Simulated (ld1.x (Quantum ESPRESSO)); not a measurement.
Transferability test, TM potential for lead

```
Element                 : lead
Generator               : ld1.x (Quantum ESPRESSO) 7.5
Type                    : norm-conserving Troullier–Martins (Kleinman–Bylander form)
Functional              : LDA (PZ)
Relativity              : scalar-relativistic
Frozen core             : [Xe] 4f14
Valence charge          : 14
Reference configuration : 5d10 6s1 6p3
Partial waves           : 6s (bound): rc 1.70 bohr; 6p (bound): rc 2.00 bohr; 5d (bound): rc 1.10 bohr
Local potential         : the d channel
Core correction         : Bessel-smoothed model core inside 0.75 bohr
```

Energies are relative to the spin-unpolarised reference configuration 5d10 6s1 6p3; without spin polarisation the order of configurations can differ from experiment. Spin-polarised rows fill each open shell by Hund’s rule, majority spin first.

| valence configuration | charge | ΔE all-electron (eV) | error AE − PS (meV) |
| --- | --- | --- | --- |
| 5d10 6s2 6p2 | 0 | -8.821 | -3.2 |
| 5d10 6s2 6p1 | +1 | -1.988 | -4.5 |
| 5d10 6s2 6p0 | +2 | 11.774 | -16 |
| 5d10 6s1 6p0 | +3 | 44.651 | -32 |
| 5d10 6s0 6p0 | +4 | 87.845 | -66 |
| 5d9 6s2 6p2 | +1 | 18.478 | -144 |
| 5d10 6s2 6p1.5 | +0.5 | -6.211 | -2.2 |
| 5d10 6s1 6p3 (spin-polarised) | 0 | -1.861 | +4.6 |
| 5d10 6s2 6p2 (spin-polarised) | 0 | -9.273 | -5.5 |

Note: ghost states, extra bound levels that the all-electron valence spectrum of the same l lacks: s at -79.3 eV, p at -18.0 eV. A true bound ghost makes a file unfit for plane-wave use.
